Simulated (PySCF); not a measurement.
C2H4BFO2, SMILES CC(=O)B(O)F. Heavy atoms are numbered as in [CH3:1][C:2](=[O:3])[B:4]([OH:5])[F:6]. Hydrogens are named by the atom that carries them.

Geometry: B3LYP-D3(BJ)/def2-SVP. This is a generated structure with no PubChem entry under its InChIKey; it may be hypothetical. One conformer was computed; it need not be the lowest.

Level of theory: PBE/pcSseg-1 in PySCF.

GIAO shieldings, no solvent; atoms alike by connectivity are averaged. δ = σ(ref) − σ: ¹³C against TMS (σ = 182.0 ppm); ¹⁷O against H2O (σ = 334.3 ppm); ¹¹B against BF3 (σ = 83.9 ppm); ¹⁹F against CFCl3 (σ = 133.6 ppm); ¹H against TMS (σ = 31.49 ppm), references at their B3LYP-D3(BJ)/def2-TZVP geometries, non-relativistic.

Computed chemical shifts:
```csv
nucleus,atoms,count,δ (ppm)
¹³C,C2,1,234.8
¹³C,C1 (CH3),1,38.8
¹⁷O,O3,1,801.7
¹⁷O,O5 (OH),1,151.2
¹¹B,B4,1,3.7
¹⁹F,F6,1,-149.3
¹H,H on O5,1,6.95
¹H,H on C1,3,2.77
```
